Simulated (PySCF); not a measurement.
1,1,2-trichloro-2-fluoroethene (C₂Cl₃F), SMILES FC(Cl)=C(Cl)Cl.

Geometry optimised at B3LYP-D3(BJ)/def2-SVP.

Method: TDDFT-PBE0/def2-SVPD (PySCF 2.14.0).

Vertical excitations. Isolated molecule, no solvent. State labels are in the subgroup Cs.

Computed excitation energies, oscillator strengths and character:
```csv
state,symmetry,energy (eV),λ (nm),f,main pairs
S1,A",5.33,233,0.000,HOMO→LUMO+1 92 %
S2,A",5.73,216,0.000,HOMO→LUMO+2 92 %
S3,A',6.30,197,0.381,HOMO→LUMO 97 %
S4,A",6.66,186,0.004,HOMO→LUMO+3 96 %
S5,A",6.98,178,0.000,HOMO−1→LUMO 100 %
S6,A",7.30,170,0.016,HOMO→LUMO+4 93 %
S7,A',7.40,168,0.020,HOMO−1→LUMO+1 83 %
S8,A',7.52,165,0.009,HOMO−1→LUMO+2 74 %
S9,A",7.78,159,0.000,HOMO−3→LUMO 98 %
S10,A',7.79,159,0.054,HOMO−2→LUMO 80 %
T1,A',3.73,332,0,HOMO→LUMO 96 %
T2,A",4.84,256,0,HOMO→LUMO+1 95 %
T3,A",5.20,239,0,HOMO→LUMO+2 94 %
T4,A",6.22,199,0,HOMO→LUMO+3 82 %
```
Triplets are in the Tamm–Dancoff approximation, which puts them higher than full response would, so one can lie above its singlet here.
